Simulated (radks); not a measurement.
Spherical quantum dot in the effective-mass picture: electrons in a hard-walled sphere of radius 5.92, all in effective atomic units (hartree* = m*/eps^2 hartree, bohr* = eps/m* bohr), one dielectric constant everywhere. Calculated with a radial shooting solver with Libxc functionals: non-relativistic Kohn-Sham, PBE, spin-polarised, spherical densities. Levels are named by radial order and angular momentum (1s, 1p, 1d, 2s, ...), and open shells are averaged over m. Results are scaled to m* = 0.431 and eps = 13.6, for which hartree* = 63.41 meV and bohr* = 1.67 nm. Each electron was tried in the lowest free levels, single moves between levels near the top were tried too, and the lowest total energy was kept; such a search can miss a lower state. The series stops at N = 28: beyond it a trial failed or the search could not be trusted, so later rows were left out. At N = 1 the Hartree and exchange-correlation terms need not cancel, so that row can carry a self-interaction error.

N        open shells  2S  E (meV)  mu = E(N) - E(N-1) (meV)  addition energy mu(N+1) - mu(N) (meV)  e(HOMO) (meV)  rms radius (nm)
1   1s(up 1, down 0)   1  8.74702                    8.7470                                  16.39         15.327            5.311
2               none   0  33.8802                    25.133                                  20.35         31.552            5.669
3   1p(up 1, down 0)   1  79.3652                    45.485                                  12.93         51.863            6.047
4   1p(up 2, down 0)   2  137.781                    58.416                                  13.21         65.005            6.264
5   1p(up 3, down 0)   3  209.409                    71.627                                  16.57         78.255            6.417
6   1p(up 3, down 1)   2  297.609                    88.201                                  12.51         94.373            6.544
7   1p(up 3, down 2)   1  398.318                    100.71                                  12.80         107.09            6.644
8               none   0  511.829                    113.51                                  21.60         119.95            6.728
9   1d(up 1, down 0)   1  646.937                    135.11                                  12.56         141.38            6.821
10  1d(up 2, down 0)   2  794.607                    147.67                                  12.62         153.97            6.900
11  1d(up 3, down 0)   3  954.898                    160.29                                  12.65         166.61            6.967
12  1d(up 4, down 0)   4  1127.83                    172.94                                  12.65         179.26            7.027
13  1d(up 5, down 0)   5  1313.42                    185.59                                  15.83         191.92            7.080
14  1d(up 5, down 1)   4  1514.85                    201.42                                  12.35         207.58            7.128
15  1d(up 5, down 2)   3  1728.62                    213.77                                  12.41         219.97            7.172
16  1d(up 5, down 3)   2  1954.80                    226.18                                  12.44         232.40            7.212
17  1d(up 5, down 4)   1  2193.42                    238.62                                  12.46         244.85            7.248
18              none   0  2444.50                    251.08                                  23.10         257.32            7.282
19  1f(up 1, down 0)   1  2718.68                    274.18                                  12.30         280.33            7.320
20  1f(up 2, down 0)   2  3005.16                    286.48                                  12.32         292.64            7.354
21  1f(up 3, down 0)   3  3303.96                    298.80                                  12.32         304.96            7.386
22  1f(up 4, down 0)   4  3615.09                    311.12                                  12.33         317.29            7.415
23  1f(up 5, down 0)   5  3938.54                    323.45                                  12.33         329.62            7.443
24  1f(up 6, down 0)   6  4274.32                    335.78                                  12.33         341.95            7.469
25  1f(up 7, down 0)   7  4622.43                    348.11                                  15.39         354.27            7.494
26  1f(up 7, down 1)   6  4985.93                    363.50                                  12.17         369.58            7.517
27  1f(up 7, down 2)   5  5361.60                    375.67                                  12.18         381.76            7.539
28  1f(up 7, down 3)   4  5749.45                    387.85                                      -         393.95            7.560

All shells are closed at N = 2, 8, 18 (there: 1s2 1p6 1d10); the second difference of the energy has clear peaks (12 % above both neighbours; the first and last values, which can be the largest, are not judged, and half-filled shells can peak too) at N = 2, 5, 8, 13, 18, 25.
